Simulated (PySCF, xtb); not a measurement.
CaF₂, SMILES [F][Ca][F].

Harmonic wavenumbers (cm⁻¹) from GFN2-xTB (xtb 6.7.1) at its own minimum, in rising order: 125, 389, 430.

### Question
What does PBE0-D3(BJ)/def2-TZVP (PySCF) give at its own minimum? (Estimate from the structure and the level; the computed values follow.)

### Answer
79, 519, 600. Paired by order, the mean absolute difference is 115 cm⁻¹ and the zero-point energies are 1.3 and 1.7 kcal/mol.
